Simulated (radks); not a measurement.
The numbers below are computed, except where a source is named.
Question: The bismuth ion Bi4+ is in [Xe] 4f14 5d10 6s1. Level of theory: Dirac Kohn-Sham, BLYP, spin-unpolarised, spherical densities, finite nucleus; Fermi nuclear charge, rms radius of each element as measured or else 0.836 A^(1/3) + 0.57 fm (a radial shooting solver on a logarithmic mesh with Libxc functionals). Sub-shells are occupied by j as written (lower j first in brackets). One electron is removed from 5d3/2, 6s1/2, 5d5/2, 5p3/2 in turn, with full relaxation. Which removal costs least, and what does each cost?

Answer: 6s1/2 56.677 eV; 5d5/2 74.256 eV; 5d3/2 77.541 eV; 5p3/2 139.56 eV. The 6s1/2 electron leaves first.
